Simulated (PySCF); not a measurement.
## [GeF2]+, doublet: data card

These are results of UPBE0 in PySCF with Ge def2-TZVP, F def2-TZVP; no relativity; density-fitted integrals, not measurements.

The structure is a minimum.

```
Point group                                                                   : C2v
Bond lengths                                                                  : Ge–F 1.677 Å (×2)
Bond angles                                                                   : F–Ge–F 117.1°
Principal quadrupole moments (Buckingham, traceless) about the centre of mass : -3.59, 1.11, 2.47 D Å
Rotational symmetry number                                                    : 2
Rotational constants                                                          : 0.8766, 0.2168, 0.1738 cm⁻¹
Highest occupied level (α)                                                    : -17.26 eV
Dipole moment about the centre of mass                                        : 2.58 D
Enthalpy at 298.15 K above 0 K                                                : 11.84 kJ/mol
Lowest empty level (β)                                                        : -13.45 eV
Spin squared ⟨S²⟩                                                             : 0.754
Heat capacity Cp at 298.15 K                                                  : 46.7 J/(mol K)
Principal polarisabilities                                                    : 17.5, 19.8, 26.2 bohr³
Zero-point energy                                                             : 10.5 kJ/mol
Entropy at 298.15 K and 1 bar (electronic part: spin only)                    : 276.4 J/(mol K)
```

Harmonic modes (masses in u: Ge 73.921, F 18.998):
```json
{"symmetry": "a1", "ω (cm⁻¹)": "201", "IR (km/mol)": "20.3", "μ (u)": "22.53", "type": "bend"}
{"symmetry": "a1", "ω (cm⁻¹)": "750", "IR (km/mol)": "20.1", "μ (u)": "21.00", "type": "stretch"}
{"symmetry": "b2", "ω (cm⁻¹)": "802", "IR (km/mol)": "70.1", "μ (u)": "23.81", "type": "stretch"}
```

In C2v the vibrations span 2a1 + b2. Here b1 is antisymmetric to the molecular plane and b2 lies in it.

Charges (e):
| atom | Mulliken | Löwdin | polar tensor | spin (Mulliken) | Mayer order to Ge1 |
| --- | --- | --- | --- | --- | --- |
| Ge1 | 1.28 | 0.94 | 1.64 | 0.68 | – |
| F2,3 | -0.14 | 0.03 | -0.32 | 0.16 | 1.25 |

Mulliken populations on Ge1: s 7.36, p 12.99, d 10.26, f 0.10.

Outer orbital energies (eV). α occupied: -24.14, -21.85, -20.48, -20.41, -19.81, -19.69, -17.26; empty: -10.15, -6.97, -6.22, -0.81. β occupied: -23.26, -20.74, -20.26, -20.10, -19.68, -19.52; empty: -13.45, -9.24, -6.30, -5.27.

This need not be the most stable arrangement of these atoms.

The final relaxation and frequency run took 21 s on 4 threads of a shared Arm Neoverse V2 host, with 110 basis functions and 10 gradients; the process peaked at 1 GiB.
